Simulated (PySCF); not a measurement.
Consider 2-heptyne, `CC#CCCCC` (C7H12). Numbering: `[CH3:1][C:2]#[C:3][CH2:4][CH2:5][CH2:6][CH3:7]`

Level of theory: ωB97X-D3(BJ)/ma-def2-TZVP single points in PySCF, grid level 2; every species was optimised with PBE0-D3(BJ)/ma-def2-SVP. The prefix ma- adds one diffuse s and one diffuse p function on all atoms but H. ωB97X-D3(BJ) is ωB97X-V with D3(BJ) in place of VV10. Zero-point and thermal terms (298.15 K, 1 bar) come from unscaled GFN2-xTB harmonic frequencies, with soft modes damped to free rotors in the entropy. These were taken at the GFN2-xTB minima.

Q: What are the vertical and the adiabatic ionisation energy for forming the radical cation?

A: 9.32 eV vertical and 9.02 eV adiabatic, the latter with zero-point energy.

Q: Where does the unpaired spin of the relaxed radical cation sit?

A: C2 (alkyne carbon) 0.44, C3 (alkyne carbon) 0.37 (intrinsic atomic orbital populations).

Q: What oxidation potential follows in acetonitrile (IEF-PCM), given that Fc+/Fc comes at 4.54 V absolute with this functional and basis?

A: In the gas phase ΔG of oxidation is 8.998 eV, and solvation is -13.5 kJ/mol for the parent and -222.2 kJ/mol for the product, so the absolute potential is 6.83 V, or 2.29 V against Fc+/Fc. Fc+/Fc in acetonitrile, 4.54 V, is ωB97X-D3(BJ)/ma-def2-TZVP on PBE0-D3(BJ)/def2-SVP structures with GFN2-xTB thermal terms. Benchmark calculations put it near 5.0 V in acetonitrile and DMSO, so it is about 0.5 V low, and the value against it can read up to that much too high. The solvent is electrostatics only, on gas-phase structures; the absolute scale refers to an electron at rest in vacuum.

Q: How far is −ε(HOMO) from the vertical value by ΔSCF?

A: −ε(HOMO) = 9.47 eV, which is 0.15 eV above the ΔSCF value.
